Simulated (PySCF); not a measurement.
Which determinant of SeBr lies lowest?

Unrestricted PBE0; Se x2c-SVPall, Br x2c-SVPall; spin-free X2C with a Gaussian nucleus (PySCF 2.14). Outer shells of the fragments: Se 3d10 4s2 4p4; Br 3d10 4s2 4p5.

Followed along the bond (rough minima from three points):

```
2Ms+1   unpaired  ⟨S²⟩ at the start  R at minimum (Å)  Te (eV)
    2        π ↑               0.75              2.28     0.00
    4  σ ↑, π ↑↑               3.75  none in the scan   ≤ 1.48
```

Solutions found at the starting distance of 2.230 Å, counted from the lowest of them; the search is not exhaustive and high or unbound solutions are not listed, so other states can lie among these:

```
2Ms+1   unpaired   term  E (eV)  ⟨S²⟩  ⟨Lz²⟩  μ (D)
    2        π ↑     ²Π    0.00  0.75   1.00  -0.18
    4  σ ↑, π ↑↑    ⁴Σ⁻    2.11  3.75   0.00  -0.83
    2  σ ↓, π ↑↑  mixed    2.64  1.76   0.00  -0.71
    2  σ ↑, π ↑↓  mixed    2.67  1.76   2.01  -0.60
    2        σ ↑  mixed    3.56  0.76   2.00  -0.20
    4  σ ↑, π ↑↑  mixed    5.24  3.75   2.01   2.51
    4  σ ↑↑, π ↑     ⁴Π    6.00  3.75   1.00   0.66
    2        π ↑     ²Π    6.89  0.87   1.00  -0.37
```

A term symbol is given only where ⟨S²⟩ and ⟨Lz²⟩ are close to those of a pure state; real π, δ and φ orbitals otherwise mix terms. A positive dipole means Se(−)Br(+).

Spin–orbit coupling is left out. Counting both spins, an empty level lies below a filled one in some of these solutions, because spin and occupation are held.
